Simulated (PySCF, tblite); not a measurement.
Isomers of C7H11ClN2, one GFN2-xTB conformer each. Single-point energies are computed at PBE0/pcSseg-1 (PySCF, gas phase, no added dispersion term), electronic only.

```json
{"SMILES": "CCCc1cc(Cl)n(C)n1", "GFN2-xTB relative energy (kJ/mol)": "1.3"}
{"SMILES": "CC[C@H](C)n1nccc1Cl", "GFN2-xTB relative energy (kJ/mol)": "0.0"}
```

Conformers: `[CH3:1][CH2:2][CH2:3][c:4]1[cH:5][c:6]([Cl:7])[n:8]([CH3:9])[n:10]1` with C1–C2–C3–C4 -64°, C2–C3–C4–C5 -67°; `[CH3:1][CH2:2][C@H:3]([CH3:4])[n:5]1[n:6][cH:7][cH:8][c:9]1[Cl:10]` with C1–C2–C3–C4 -175°, C2–C3–N5–N6 60°.

Task: What does PBE0/pcSseg-1 give for the same structures?

Result: 
```csv
SMILES,PBE0/pcSseg-1 E (Eh),PBE0/pcSseg-1 (kJ/mol),GFN2-xTB (kJ/mol),point group
CC[C@H](C)n1nccc1Cl,-842.38781,0.0,0.0,C1
CCCc1cc(Cl)n(C)n1,-842.38752,0.8,1.3,C1
```

Both levels put the same isomer lowest. Neighbours under 10 kJ/mol apart (CC[C@H](C)n1nccc1Cl and CCCc1cc(Cl)n(C)n1) can change places with a better method, another conformer or zero-point energy.

Task: Which frontier levels, dipoles and rotational constants go with these structures?

Result: 
| SMILES | HOMO (eV, PBE0/pcSseg-1) | LUMO (eV) | dipole (D) | A, B, C (MHz) |
| --- | --- | --- | --- | --- |
| CC[C@H](C)n1nccc1Cl | -7.02 | 0.35 | 0.96 | 1376, 990.1, 813.8 |
| CCCc1cc(Cl)n(C)n1 | -6.91 | 0.40 | 0.73 | 2209, 632.8, 562.7 |

Task: What happens when harmonic zero-point energies from GFN2-xTB frequencies are added?

Result: 
```csv
SMILES,ZPE (kJ/mol),electronic (kJ/mol),with ZPE (kJ/mol)
CC[C@H](C)n1nccc1Cl,450.1,0.0,0.9
CCCc1cc(Cl)n(C)n1,448.4,0.8,0.0
```

The zero-point energies span 1.7 kJ/mol. CCCc1cc(Cl)n(C)n1 becomes the lowest.
